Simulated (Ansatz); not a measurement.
Relaxation of B7H13 with RKS B3LYP-D4/def2-SVP.

```sh
$ ansatz run in.yaml --threads 4 --pin off --events-out ev --progress --plain --max-ram 4787MiB
```

```yaml
crystal:
  periodic: [false, false, false]
  atoms:
    - {symbol: B, position_ang: [0.299430, -2.035710, 0.626380]}
    - {symbol: B, position_ang: [1.235480, -0.523020, 0.042360]}
    - {symbol: B, position_ang: [0.523980, 1.034020, 0.648310]}
    - {symbol: B, position_ang: [0.412830, 0.689510, -1.127350]}
    - {symbol: B, position_ang: [-0.777050, 1.639170, -0.408520]}
    - {symbol: B, position_ang: [-1.506020, 0.499080, -1.465750]}
    - {symbol: B, position_ang: [0.425400, -0.566940, 1.583660]}
    - {symbol: H, position_ang: [-2.101520, 0.998620, -2.352940]}
    - {symbol: H, position_ang: [0.850990, -2.943540, 1.139140]}
    - {symbol: H, position_ang: [1.048820, -0.613630, 2.581270]}
    - {symbol: H, position_ang: [1.221030, 1.834770, 1.159460]}
    - {symbol: H, position_ang: [-0.895300, 2.791940, -0.616410]}
    - {symbol: H, position_ang: [2.394250, -0.660310, -0.111630]}
    - {symbol: H, position_ang: [1.145410, 1.232070, -1.875100]}
    - {symbol: H, position_ang: [-1.716120, -0.655110, -1.355900]}
    - {symbol: H, position_ang: [-0.461620, -2.361430, -0.214220]}
    - {symbol: H, position_ang: [-0.513030, -1.427460, 1.598600]}
    - {symbol: H, position_ang: [-1.911100, 1.083430, -0.245430]}
    - {symbol: H, position_ang: [0.630390, -0.572750, -1.128810]}
    - {symbol: H, position_ang: [-0.306270, 0.557270, 1.522870]}
basis:
  gaussian: {orbitals: def2-SVP}
hamiltonian: {xc: {name: B3LYP}, dispersion: d4}
scf: {lower_state_search: "off"}
output: {orbitals: {seedname: orbitals}}
relax: {f_tol: 0.02, max_steps: 100}
```

Hardware: 4 threads of Arm Neoverse V1 on a shared host. Wall time 30 s.

Positions (Å) and forces (eV/Å) at steps 1, 2, 3, 4, 5, 7, 9 of 9:

```xyz
20
step=1 energy=-4942.2090 eV
B     0.299   -2.036    0.626    0.052    0.484    0.221
B     1.235   -0.523    0.042   -0.366    0.640   -0.079
B     0.524    1.034    0.648    0.471   -0.771   -0.128
B     0.413    0.690   -1.127   -0.277   -0.211    0.802
B    -0.777    1.639   -0.409   -0.170   -0.158   -0.374
B    -1.506    0.499   -1.466    0.397    0.431    0.338
B     0.425   -0.567    1.584    0.466   -0.043   -0.730
H    -2.102    0.999   -2.353   -0.331    0.483   -0.328
H     0.851   -2.944    1.139    0.309   -0.260    0.528
H     1.049   -0.614    2.581    0.269    0.043    0.412
H     1.221    1.835    1.159    0.233    0.293    0.329
H    -0.895    2.792   -0.616   -0.023    0.504   -0.064
H     2.394   -0.660   -0.112    0.492   -0.069   -0.190
H     1.145    1.232   -1.875    0.376    0.251   -0.215
H    -1.716   -0.655   -1.356    0.183   -0.676    0.255
H    -0.462   -2.361   -0.214   -0.403    0.186   -0.517
H    -0.513   -1.427    1.599   -0.434   -0.252   -0.057
H    -1.911    1.083   -0.245   -0.330   -0.321   -0.008
H     0.630   -0.573   -1.129   -0.254   -0.767   -0.240
H    -0.306    0.557    1.523   -0.659    0.213    0.044
20
step=2 energy=-4942.4244 eV
B     0.290   -2.013    0.617   -0.069    0.024    0.216
B     1.248   -0.518    0.019   -0.210    0.351   -0.055
B     0.543    1.024    0.651    0.290   -0.397   -0.019
B     0.413    0.669   -1.113    0.043    0.064    0.391
B    -0.781    1.633   -0.410   -0.032    0.062   -0.316
B    -1.496    0.487   -1.454    0.094    0.098    0.163
B     0.435   -0.558    1.562    0.426   -0.044   -0.234
H    -2.155    1.015   -2.306   -0.037    0.040   -0.055
H     0.809   -2.917    1.209    0.035   -0.043    0.032
H     1.054   -0.593    2.578    0.010   -0.014    0.141
H     1.226    1.827    1.209    0.044    0.087    0.029
H    -0.907    2.800   -0.615   -0.056    0.129    0.070
H     2.413   -0.668   -0.184    0.103   -0.029    0.000
H     1.181    1.219   -1.842    0.040    0.081   -0.111
H    -1.594   -0.706   -1.332   -0.023   -0.005    0.014
H    -0.462   -2.271   -0.281   -0.034   -0.009   -0.023
H    -0.544   -1.401    1.566   -0.165   -0.110   -0.111
H    -1.912    1.039   -0.229   -0.134   -0.198   -0.025
H     0.586   -0.624   -1.133   -0.072   -0.239   -0.010
H    -0.347    0.556    1.489   -0.253    0.153   -0.096
20
step=3 energy=-4942.4663 eV
B     0.295   -2.019    0.632   -0.113    0.006    0.118
B     1.252   -0.515    0.007   -0.028    0.102   -0.069
B     0.565    1.016    0.645    0.132   -0.151    0.073
B     0.421    0.672   -1.105    0.074    0.082    0.078
B    -0.782    1.636   -0.415   -0.045    0.098   -0.134
B    -1.487    0.495   -1.457   -0.045   -0.001    0.118
B     0.449   -0.557    1.550    0.235   -0.056    0.043
H    -2.156    1.034   -2.302    0.042   -0.038    0.018
H     0.810   -2.916    1.249   -0.018    0.036   -0.061
H     1.037   -0.588    2.594   -0.051   -0.002   -0.036
H     1.240    1.827    1.214   -0.032   -0.011   -0.049
H    -0.935    2.815   -0.572    0.001   -0.070    0.058
H     2.420   -0.677   -0.204   -0.036    0.004    0.029
H     1.180    1.224   -1.854   -0.035   -0.022    0.011
H    -1.582   -0.701   -1.336   -0.022    0.071   -0.053
H    -0.454   -2.282   -0.273    0.049   -0.041    0.028
H    -0.559   -1.387    1.538   -0.021   -0.041   -0.077
H    -1.909    1.008   -0.227   -0.026   -0.074   -0.046
H     0.563   -0.640   -1.132   -0.005   -0.030    0.041
H    -0.367    0.556    1.447   -0.057    0.137   -0.091
20
step=4 energy=-4942.4165 eV rejected
B     0.265   -2.001    0.647    0.350    0.001   -0.357
B     1.254   -0.511   -0.001   -0.144   -0.121    0.102
B     0.661    1.032    0.637   -0.219   -0.046   -0.132
B     0.433    0.688   -1.089   -0.146   -0.139   -0.009
B    -0.788    1.602   -0.359    0.281   -0.059    0.045
B    -1.479    0.478   -1.409    0.276   -0.064   -0.370
B     0.440   -0.533    1.527    0.107    0.045   -0.307
H    -2.117    1.047   -2.252   -0.151    0.069    0.079
H     0.761   -2.861    1.318   -0.077   -0.055    0.158
H     0.912   -0.583    2.613    0.083   -0.058    0.250
H     1.339    1.865    1.160   -0.007   -0.015    0.039
H    -1.009    2.770   -0.394   -0.074    0.121   -0.056
H     2.401   -0.728   -0.237    0.161    0.017   -0.003
H     1.148    1.174   -1.910    0.082    0.122   -0.052
H    -1.528   -0.721   -1.409   -0.095   -0.012    0.095
H    -0.320   -2.352   -0.347   -0.130    0.085    0.154
H    -0.631   -1.307    1.389   -0.236    0.087    0.216
H    -1.870    0.881   -0.172   -0.231    0.021    0.134
H     0.480   -0.637   -1.076    0.178    0.118   -0.076
H    -0.351    0.698    1.363   -0.007   -0.118    0.091
20
step=5 energy=-4942.4831 eV
B     0.284   -2.011    0.641   -0.018   -0.009   -0.011
B     1.263   -0.514    0.000   -0.040   -0.044    0.027
B     0.609    1.014    0.636   -0.043   -0.019    0.035
B     0.434    0.680   -1.102   -0.051    0.009   -0.005
B    -0.785    1.616   -0.397   -0.007    0.009    0.002
B    -1.481    0.488   -1.449   -0.010   -0.031    0.003
B     0.461   -0.549    1.539    0.011   -0.009    0.015
H    -2.154    1.050   -2.273    0.011    0.014   -0.009
H     0.774   -2.896    1.290    0.004   -0.004    0.001
H     0.993   -0.591    2.609    0.008    0.008   -0.014
H     1.276    1.839    1.188    0.012    0.014   -0.009
H    -0.976    2.793   -0.487    0.002   -0.021   -0.001
H     2.428   -0.689   -0.209    0.010    0.002    0.002
H     1.174    1.221   -1.873    0.009    0.013   -0.002
H    -1.583   -0.708   -1.378    0.042   -0.003   -0.020
H    -0.424   -2.310   -0.282    0.006    0.013   -0.014
H    -0.590   -1.345    1.481    0.022    0.028    0.013
H    -1.898    0.942   -0.213    0.010    0.023    0.017
H     0.555   -0.637   -1.123    0.006   -0.013   -0.020
H    -0.359    0.606    1.403    0.019    0.019   -0.009
20
step=7 energy=-4942.4861 eV
B     0.265   -2.003    0.646    0.013    0.000   -0.005
B     1.258   -0.520    0.001   -0.002   -0.010   -0.008
B     0.611    1.013    0.639    0.001    0.008    0.001
B     0.430    0.680   -1.099    0.007    0.018   -0.023
B    -0.795    1.601   -0.390   -0.005   -0.006    0.007
B    -1.475    0.484   -1.462    0.019   -0.005   -0.004
B     0.473   -0.546    1.546    0.007   -0.008   -0.018
H    -2.148    1.058   -2.278    0.000    0.002    0.008
H     0.752   -2.900    1.281   -0.008    0.000    0.001
H     1.023   -0.588    2.606    0.002   -0.003    0.010
H     1.285    1.846    1.172   -0.007   -0.004   -0.008
H    -1.000    2.776   -0.467   -0.007    0.007    0.000
H     2.423   -0.696   -0.207   -0.001    0.003    0.004
H     1.171    1.230   -1.864    0.003   -0.010    0.002
H    -1.549   -0.715   -1.428   -0.009    0.005   -0.006
H    -0.453   -2.281   -0.276   -0.011    0.004    0.015
H    -0.584   -1.329    1.505   -0.002   -0.006    0.005
H    -1.900    0.911   -0.215   -0.004   -0.005    0.007
H     0.559   -0.638   -1.127    0.012    0.007    0.014
H    -0.347    0.616    1.418   -0.007    0.004   -0.002
20
step=9 energy=-4942.4870 eV
B     0.252   -1.996    0.651   -0.002   -0.012    0.003
B     1.258   -0.523    0.001    0.007    0.006   -0.004
B     0.616    1.013    0.637    0.005    0.009   -0.003
B     0.432    0.682   -1.100    0.005    0.004   -0.009
B    -0.803    1.585   -0.383    0.000    0.003    0.006
B    -1.466    0.483   -1.479   -0.001    0.003    0.008
B     0.486   -0.542    1.550   -0.001    0.005    0.006
H    -2.147    1.078   -2.273    0.004   -0.001    0.000
H     0.733   -2.903    1.276   -0.003    0.004   -0.005
H     1.044   -0.584    2.607   -0.003    0.001   -0.006
H     1.290    1.853    1.159   -0.005   -0.005    0.001
H    -1.029    2.758   -0.440   -0.001   -0.002   -0.001
H     2.425   -0.698   -0.203   -0.008   -0.001    0.002
H     1.176    1.231   -1.864   -0.003   -0.005    0.002
H    -1.534   -0.717   -1.483    0.003   -0.004   -0.004
H    -0.488   -2.258   -0.259    0.002    0.002    0.006
H    -0.577   -1.319    1.527    0.004   -0.003   -0.003
H    -1.895    0.871   -0.217    0.001    0.000   -0.001
H     0.566   -0.639   -1.127   -0.005    0.001    0.004
H    -0.340    0.624    1.421    0.001   -0.003   -0.002
```

Another isomer (singlet) lies 0.75 eV lower at PBE0-D4/def2-TZVP; other spin states weren't run for this one.
